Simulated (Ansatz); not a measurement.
Program: Ansatz. Geometries: PBE0-D4/def2-TZVP. ΔE: electronic, gas phase. CBS: MP2 limit from def2 TZ/QZ plus the TZ coupled-cluster correction, frozen cores. This one scheme is used for every species, atoms too. Open shells (•) are unrestricted, without spin–orbit coupling. Spin–orbit coupling would lower the free atoms: a little for B, S, Si. Bonds to Zn are less sure, by a few kJ/mol each and by 10 to 20 or more in all where they break to atoms, as the def2 sets lack core-valence functions. Scalar relativity is left out up to krypton. One conformer a species, not always the lowest.

Consider the atomization: `[BH2][Zn][S][SiH3]` → B• + 5 H• + S• + Si• + Zn (atom).

`[BH2][Zn][S][SiH3]`:

Cartesian coordinates in Å:
```
B 1.488 -1.928 -1.281
Zn 0.279 -1.144 0.185
S -1.006 -0.344 1.763
Si -1.106 1.582 0.872
H 1.837 -3.073 -1.266
H 1.881 -1.265 -2.196
H -0.553 2.617 1.782
H -2.508 1.937 0.537
H -0.313 1.619 -0.394
```

```json
{"species": "`[BH2][Zn][S][SiH3]`", "CCSD(T)/CBS(def2) energy (Eh)": "-2493.04733"}
{"species": "B•", "CCSD(T)/CBS(def2) energy (Eh)": "-24.60433"}
{"species": "H•", "CCSD(T)/CBS(def2) energy (Eh)": "-0.50000"}
{"species": "S•", "CCSD(T)/CBS(def2) energy (Eh)": "-397.67955"}
{"species": "Si•", "CCSD(T)/CBS(def2) energy (Eh)": "-288.94402"}
{"species": "Zn (atom)", "CCSD(T)/CBS(def2) energy (Eh)": "-1778.37859"}
```

Question: Work out ΔE.

Answer: ΔE = 5 × (-0.50000) + (-24.60433) + (-397.67955) + (-288.94402) + (-1778.37859) − (-2493.04733) = 0.94084 Eh = +2470.2 kJ/mol.

Question: What do rigid-rotor, harmonic-oscillator terms from PBE0-D4/def2-TZVP frequencies (298.15 K, 1 bar) make of the CCSD(T)/CBS value? (Best estimate.)

Answer: Ansatz gave: ΔZPE = -121.9 kJ/mol, ΔH = +2380.4 kJ/mol, ΔS = 845 J/(mol·K), ΔG = +2128.5 kJ/mol. Open shells count their whole term as degenerate.

Largest T1 diagnostic among the species: 0.017.

Leaving LDA and LC-ωPBE aside and taking each functional with its dispersion term where it has one, the values, not all of them listed here, spread over 87.0 kJ/mol, from revPBE-D4 to ωB97X-V. LDA lies +315.0 kJ/mol from PBE without D4, its usual overbinding. At CCSD(T), def2-SVP lies −173.0 kJ/mol from the extrapolated value and def2-TZVPP −69.5 kJ/mol: correlation converges slowly with the basis, and small sets miss more of it in the bonded molecule than in its fragments.

For atomizations the MP2-based limit and the directly extrapolated one differ by several kJ/mol either way, and by 10 to 25 for some Ge, Se and Sn compounds, so smaller differences from it don't rank the levels.
